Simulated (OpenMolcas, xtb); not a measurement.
AlBH2OF2 (SMILES O[B](F)[AlH][F]): the vertical energy of the triplet above the singlet, rung by rung

AlBH2OF2 has 7 atoms, charge 0, and is taken as a singlet. SMILES: `O[B](F)[AlH][F]`. The shape is that of a PBE0-D4/def2-TZVP optimisation. This is one conformer, not always the lowest.

Quantity: the vertical energy of the triplet above the singlet, in eV. The values are calculated.

```tsv
level	kind	program	value (eV)	less CCSD(T)/6-31G*	CPU time (all runs)
GFN1-xTB	semi-empirical	xtb	4.90	+0.91	under 2 s
HF/6-31G* (spherical functions)	Hartree–Fock	OpenMolcas	3.83	-0.16	17 s
SVWN5/6-31G* (spherical functions)	LDA	OpenMolcas	3.39	-0.60	47 s
PBE/6-31G* (spherical functions)	GGA	OpenMolcas	3.34	-0.65	71 s
M06-L/6-31G* (spherical functions)	meta-GGA	OpenMolcas	3.72	-0.27	94 s
r2SCAN/6-31G* (spherical functions)	meta-GGA	OpenMolcas	3.38	-0.61	96 s
M06-2X/6-31G* (spherical functions)	hybrid meta-GGA	OpenMolcas	3.87	-0.12	88 s
B3LYP/6-31G* (Cartesian functions)	global hybrid	OpenMolcas	3.72	-0.27	72 s
CCSD(T)/6-31G* (spherical functions), open shells restricted	coupled cluster or CI	OpenMolcas	3.99	0.00	1.8 min
```

CCSD(T)/6-31G* (spherical functions), open shells restricted is the highest level here, not the true value. The values span 3.34 to 4.90 eV. The xTB rows lack spin polarisation, so open shells miss the exchange term that lowers them. CPU times are rough (shared hosts, several kinds of processor): they show what a rung costs within a factor of a few.
